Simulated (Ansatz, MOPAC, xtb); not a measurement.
**GaSiH7O (SMILES [SiH3][OH+][GaH3-]): the highest harmonic wavenumber at each level's own minimum, rung by rung**

GaSiH7O, singlet, SMILES `[SiH3][OH+][GaH3-]`. Each level relaxes the structure for itself.

Quantity: the highest harmonic wavenumber at each level's own minimum, in cm⁻¹. The values are calculated.

```tsv
level	kind	program	value (cm⁻¹)
MNDO	semi-empirical	MOPAC	4113
GFN2-xTB	semi-empirical	xtb	3514
HF/STO-3G	Hartree–Fock	Ansatz	4412
HF/3-21G	Hartree–Fock	Ansatz	3938
HF/6-31G* (Cartesian functions)	Hartree–Fock	Ansatz	4105
PBE0-D4/def2-TZVP	global hybrid	Ansatz	3893
B3LYP/6-31G* (Cartesian functions)	global hybrid	Ansatz	3791
MP2/6-31G* (Cartesian functions)	perturbation theory	Ansatz	3799
```

All-electron rows without a relativistic Hamiltonian named are non-relativistic. Harmonic and unscaled. The values span 3514 to 4412 cm⁻¹. In the correlated wave-function rows the outer d shell of Ga is correlated, in sets not made for it.
